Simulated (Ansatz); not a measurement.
A single point on `C[Te]B(O)O`.

```yaml
crystal:
  periodic: [false, false, false]
  atoms:
    - {symbol: C, position_ang: [-0.823048, -1.655358, -0.675808]}
    - {symbol: Te, position_ang: [-1.557284, 0.237447, 0.007090]}
    - {symbol: B, position_ang: [0.409397, 1.067891, 0.432370]}
    - {symbol: O, position_ang: [0.595344, 2.326875, 0.922445]}
    - {symbol: O, position_ang: [1.492711, 0.286651, 0.195194]}
    - {symbol: H, position_ang: [-1.689517, -2.253327, -0.951430]}
    - {symbol: H, position_ang: [-0.272039, -2.133607, 0.129116]}
    - {symbol: H, position_ang: [-0.181087, -1.497094, -1.537818]}
    - {symbol: H, position_ang: [-0.206660, 2.830527, 1.068645]}
    - {symbol: H, position_ang: [2.315083, 0.738895, 0.413097]}
basis:
  gaussian: {orbitals: def2-TZVPP}
hamiltonian: {xc: pbe}
correlation: {method: rpa}
```

```sh
$ ansatz run in.yaml --threads 4 --pin off --events-out ev --progress --plain
```

Shortened log:

```
Functional definition: PBE
1658 factors; integrals over basis functions are off by at most 8.5e-4 eV
mean field evaluation 1: about -13161.4611 eV, gradient 1.0e2 eV
mean field evaluation 2: about -13161.4567 eV, gradient 1.0e2 eV
mean field evaluation 4: about -13179.5818 eV, gradient 2.6e1 eV
mean field evaluation 8: about -13180.9318 eV, gradient 6.1e-1 eV
mean field evaluation 16: about -13180.9315 eV, gradient 1.8e-4 eV
mean field -13180.93152387 eV, -484.3902991459 hartree, gradient 2.9e-6 eV, S^2 0.000000; 1 other end points of the search recorded, 0 dependent functions left out
8 core orbitals not correlated: weight in the atoms' cores, before any rotation towards them, 1.000 or more for the frozen orbitals, at most 0.000 for the correlated occupied ones
reference -13125.49768461 eV, -482.3531431277 hartree; 20, 20 occupied and 216, 216 virtual orbitals, 1658 factors
Total energy: -13173.93236003 eV, -484.1330846190 hartree
```

Run time 9 s (4 threads of a server CPU on a shared host); peak host memory 0.66 GiB.
